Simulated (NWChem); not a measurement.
# NiH₄O₂F₂, triplet; SMILES [OH2]->[Ni]([F])(<-[OH2])[F]

Computed with NWChem. Spin-unrestricted. Coordinates come from a PBE0/def2-SVP, spin-unrestricted optimisation. Not confirmed as a minimum by frequencies. The spin multiplicity was typed, not searched, and may not be the lowest. No stability test was run on the SCF state. Total energies compare along this basis series because the functional is fixed.

```
level            basis functions  energy (Ha)  highest occupied level (eV)  lowest empty minus highest occupied level, either spin (eV)  dipole (D)  <S²>
---------------  ---------------  -----------  ---------------------------  -----------------------------------------------------------  ----------  ----
UHF/pcseg-1                  107   -1857.6082                       -14.15                                                        16.40        3.54  2.00
UHF/aug-pcseg-1              175   -1857.6441                   (withheld)                                                   (withheld)  (withheld)  2.00
UHF/def2-SVP                 107   -1857.4208                       -13.91                                                        15.99        3.53  2.00
```

Question: Complete the blanks.

Answer: 
- UHF/aug-pcseg-1, highest occupied level (eV): -14.26
- UHF/aug-pcseg-1, lowest empty minus highest occupied level, either spin (eV): 14.73
- UHF/aug-pcseg-1, dipole (D): 3.43
